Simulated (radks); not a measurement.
Values are calculated unless marked as measured or tabulated.
Problem. All-electron atom: neutral cobalt in [Ar] 3d7 4s2 (the NIST ground configuration). Code: a radial shooting solver on a logarithmic mesh with Libxc functionals. Model: Dirac Kohn-Sham, BLYP, spin-unpolarised, spherical densities, finite nucleus; open shells fill j = l - 1/2 first; Fermi nuclear charge, rms radius 3.7875 fm. Some entries of the table are withheld. Estimate them.

| orbital | occ. | eigenvalue (Ry) | <r^2> (bohr^2) | r(max) (bohr) |
|---|---|---|---|---|
| 1s1/2 | 2 | -558.1195 | 0.004246 | 0.03678 |
| 2s1/2 | 2 | -66.05548 | 0.07702 | 0.2132 |
| 2p1/2 | 2 | -57.31809 | 0.06108 | (1) |
| 2p3/2 | 4 | -56.22752 | 0.06267 | (2) |
| 3s1/2 | 2 | -7.50113 | (3) | 0.6683 |
| 3p1/2 | 2 | -4.89770 | 0.7745 | (4) |
| 3p3/2 | 4 | -4.76090 | 0.7935 | (5) |
| 3d3/2 | 4 | -0.60235 | 1.550 | (6) |
| 3d5/2 | 3 | -0.58820 | 1.574 | (7) |
| 4s1/2 | 2 | -0.39776 | 9.803 | 2.304 |
| 4p1/2 | 0 | -0.09291 | 24.39 | (8) |
| 4p3/2 | 0 | -0.08948 | 25.18 | (9) |

Solution. 
(1) 2p1/2 r(max) (bohr): 0.1702
(2) 2p3/2 r(max) (bohr): 0.1727
(3) 3s1/2 <r^2> (bohr^2): 0.6918
(4) 3p1/2 r(max) (bohr): 0.6727
(5) 3p3/2 r(max) (bohr): 0.6802
(6) 3d3/2 r(max) (bohr): 0.6647
(7) 3d5/2 r(max) (bohr): 0.6674
(8) 4p1/2 r(max) (bohr): 3.252
(9) 4p3/2 r(max) (bohr): 3.304
